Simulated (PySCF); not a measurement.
Geometry:
```
atom   x (Å)   y (Å)   z (Å)
  C1   3.197  -1.579   0.082
  C2   2.374  -0.811   0.505
 Si3   1.102   0.373   1.156
 Cl4   1.901   1.328   2.776
  C5   0.710   1.641  -0.207
  C6   0.048   1.015  -1.435
  C7  -1.355   0.478  -1.151
 Si8  -1.390  -1.023   0.018
  O9  -2.904  -1.390   0.501
 C10  -0.470  -0.578   1.611
 H11   3.916  -2.252  -0.289
 H12   1.629   2.138  -0.523
 H13   0.058   2.425   0.184
 H14   0.677   0.206  -1.813
 H15  -0.016   1.775  -2.222
 H16  -1.818   0.213  -2.104
 H17  -1.960   1.289  -0.738
 H18  -0.774  -2.171  -0.660
 H19  -3.589  -1.622  -0.118
 H20  -1.111   0.034   2.244
 H21  -0.235  -1.472   2.183
```

Non-relativistic, gas phase, single conformer. Structure optimised with GFN2-xTB; PBE0/pcSseg-1 with gauge-including orbitals; PySCF.

Shifts are taken against calculated references (same method and geometry level): 13C (σref 186.93) and 1H (σref 31.72) and 29Si (σref 349.16) vs TMS; 35Cl (σref 949.78) vs HCl; 17O (σref 336.08) against H2O.

```
atoms  nucleus  count  δ (ppm)
   C2      13C      1     91.0
  H12       1H      1        ?
  H20       1H      1     0.44
   C7      13C      1        ?
  Si8     29Si      1     -3.2
   C6      13C      1     18.9
  Cl4     35Cl      1       38
  H11       1H      1     2.06
  H14       1H      1     1.49
   C5      13C      1        ?
  C10      13C      1        ?
   C1      13C      1    104.0
  H13       1H      1        ?
  H15       1H      1     2.07
  H16       1H      1        ?
  H18       1H      1     5.24
  H17       1H      1     0.54
  H21       1H      1        ?
  H19       1H      1     1.19
   O9      17O      1     33.0
  Si3     29Si      1     -0.6
```

Q: Fill in the missing shifts.

A: 
- C5: 24.2 ppm, sp3 CH2 bonded to Si
- C7: 20.6 ppm, sp3 CH2 bonded to Si
- C10: 12.1 ppm, sp3 CH2 bonded to 2 Si
- H12: 1.26 ppm, hydrogen on an sp3 CH2 bonded to Si
- H21: 1.13 ppm, hydrogen on an sp3 CH2 bonded to 2 Si
- H16: 0.96 ppm, hydrogen on an sp3 CH2 bonded to Si
- H13: 0.74 ppm, hydrogen on an sp3 CH2 bonded to Si; an electropositive neighbour shields it, as in TMS itself

Exchangeable OH/NH protons stand at their gas-phase positions; hydrogen bonding in a real sample shifts them, mostly to higher δ. Shifts are as computed. Against solution values, carbons near 30 ppm lie about +3 ppm off and those near 130 ppm about +5 ppm. Of 1211 compounds with measured shifts, 218 miss one by over three times the rms of a fit or turn the order of signals round; such compounds aren't used in these exercises. Experimental scales use liquid or dissolved standards, which lie at an offset from isolated H2O (liquid H2O: subtract about 36 ppm).
